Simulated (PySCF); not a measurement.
## Cu(SH)2: what the settings change

Cu(SH)2: Cu(II) (d9), charge 0. The structure is a PBE0-D3(BJ)/def2-TZVP geometry optimised for multiplicity 2; coordination linear, point group C2h, metal–donor distances 2.12 Å.

The d shell alone is too small an active space for Cu(SH)2 (Cu(II) with such soft donors has much ligand-hole, Cu(I)-like character): its levels, fitted parameters, g values and moments show what this model gives and aren't sound predictions.

```
5

Cu    0.000    0.000    0.000
S     0.000    0.000    2.116
H     1.340    0.000    2.243
S     0.000    0.000   -2.116
H    -1.340    0.000   -2.243
```

Method (PySCF 2.14, density fitting): CASSCF(9,5) with orbitals averaged over all microstates of the shell, strongly contracted NEVPT2 on the averaged canonical orbitals; basis x2c-TZVPall on the metal, x2c-SVPall elsewhere; spin-free X2C; gas phase; spin-orbit coupling by state interaction with the mean-field operator over all roots.

Base run: NEVPT2 ground state 2Bg, next 2Ag at 1046, then 2Ag at 5813 cm⁻¹, ζ 793 cm⁻¹, μeff(300 K) 2.71 μB.

Task: What happens with the basis x2c-TZVPall on all atoms?

Result: NEVPT2 ground state 2Bg, next 2Ag at 878, then 2Ag at 5587 cm⁻¹, ζ 793 cm⁻¹, μeff(300 K) 2.75 μB. It took 4.7 s against 2.8 s on a shared host of the same kind.

NEVPT2 lifts 2Bg from 3662 to 7042 cm⁻¹; on the d shell alone such lifts tend to overshoot.
